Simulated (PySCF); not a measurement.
Radial density of As²⁺ (arsenic, charge +2)

PBEsol, [Ar] 3d10 4s1 4p2, high-spin 4P determinant (an excited configuration). Computed with PySCF 2.14 in aug-cc-pwCVTZ-PP with ECP10MDF (8s7p6d4f1g, 96 functions), with a scalar-relativistic core potential. This is the valence pseudo-density: the core potential removes the inner electrons and smooths the orbitals near the nucleus.

```csv
r (bohr),4πr²ρ (e/bohr),4πr²(ρα − ρβ)
0.000991,2.835e-05,0.0000
0.00167,7.967e-05,0.0000
0.00280,0.0002212,0.0000
0.00471,0.0005946,0.0001
0.00793,0.001485,0.0001
0.0133,0.003297,0.0003
0.0224,0.006668,0.0005
0.0377,0.01395,0.0009
0.0635,0.06589,0.0010
0.107,0.5701,0.0004
0.180,3.863,0.0054
0.302,16.49,0.1555
0.508,30.55,0.2705
0.855,13.49,0.0865
1.44,3.088,1.6919
2.42,1.170,1.1393
4.07,0.07593,0.0759
6.84,0.0004366,0.0004
```

Energies and moments cover only the electrons outside the core potential.
